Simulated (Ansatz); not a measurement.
Reaction (isomerisation): `N[SiH2][SiH2]CO` → `CO[SiH2][SiH2]N`

Program: Ansatz. Geometries: PBE0-D4/def2-TZVP. ΔE: electronic, gas phase. CBS: MP2 limit from def2 TZ/QZ plus the TZ coupled-cluster correction, frozen cores. DFT in def2-TZVPP. B3LYP here is the variant with VWN-RPA as its local correlation; programs differ in this. One conformer a species, not always the lowest.

CCSD(T)/CBS gives -1.06 eV.

Q: Another level gave -0.91 eV. Which?
A. PBE/def2-TZVPP
B. PBE0/def2-TZVPP
C. B3LYP/def2-TZVPP
D. HF/def2-TZVPP

A: A. PBE -0.91, B3LYP -1.07, PBE0 -0.97, HF/def2-TZVPP -1.25 eV.

Largest T1 diagnostic among the species: 0.012.

In def2-TZVPP, CCSD(T) changes the Hartree–Fock value by +0.18 eV (the triples alone add +0.02 eV) and MP2 by +0.14 eV. From PBE to PBE0 (25 % exact exchange), in def2-TZVPP and without D4, ΔE moves by −0.06 eV.
